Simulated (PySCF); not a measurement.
# Ionisation energy of La³⁶⁺ by level of theory

La³⁶⁺ [Ar] 3d3 [3d3/2^3, M_J = 3/2] → La³⁷⁺ [Ar] 3d2 [3d3/2^2, M_J = 2], as a difference of total energies. Computed with PySCF 2.14 in an even-tempered Gaussian basis (16 s from 7 bohr⁻², ratio 2.8; 12 p from 9 bohr⁻², ratio 2.8; 8 d from 9 bohr⁻², ratio 2.8; 3 f from 29 bohr⁻², ratio 3), with the two-component X2C-1e Hamiltonian. Correlated levels: [Ne] frozen; the 74 highest virtual spinors dropped. "Screened" scales the spin-orbit matrix elements by Boettger's factors to mimic the two-electron term; Breit and QED terms are absent.

```
                    method  ionisation energy (eV)
           GHF (spin-free)                  2468.4
          GMP2 (spin-free)                  2468.3
 GHF (screened spin-orbit)                  2472.5
GMP2 (screened spin-orbit)                  2473.1
```

Breit and QED terms and the two-electron picture change are absent.

The spin-free rows relax to the high-spin LS determinant and lack the spin-orbit shift.

The labels give the starting determinants; with spin-orbit coupling the two ends relaxed to ⟨J²⟩ = 3.96, ⟨L²⟩ = 8.76, ⟨S²⟩ = 2.36 and ⟨J²⟩ = 6.05, ⟨L²⟩ = 10.43, ⟨S²⟩ = 1.57.

For comparison: 2473 ± 5 eV (theoretical estimate listed by NIST; NIST Atomic Spectra Database, ionization energies).
